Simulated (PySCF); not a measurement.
Exercise with solution: oscillator strength and radiative lifetime

B(Cl)(OMe)(SeH) (CH4BClOSe), SMILES COB(Cl)[SeH].

Geometry optimised at B3LYP-D3(BJ)/def2-SVP. This is a generated structure with no PubChem entry under its InChIKey; it may be hypothetical. Other conformers were not sampled.

TDA-ωB97X/def2-SVPD (PySCF) puts the first singlet state with f over 0.02 at 6.58 eV (vertical), with the transition dipole (-0.458, 0.809, 0.000) in atomic units.

**Question.** Find the oscillator strength, the wavelength and the radiative lifetime that this transition would have in vacuum if emission retraced absorption.

**Answer.** 
|μ|² = 0.8642 au, so |μ| = 2.36 D. ΔE = 6.58/27.211 = 0.2418 hartree. f = (2/3) ΔE |μ|² = 0.139 (the program prints 0.139).
λ = 1239.84/6.58 = 188 nm; ν = 53071 cm⁻¹.
Einstein's coefficient A = 0.6670 ν² f s⁻¹ (ν in cm⁻¹) = 2.6e8 s⁻¹, so τ = 1/A = 3.8 ns. This state is S2; the lower singlet has f = 0.002. The figure is the radiative limit of this one transition; relaxation, internal conversion, crossing to triplets and a medium change what is measured.
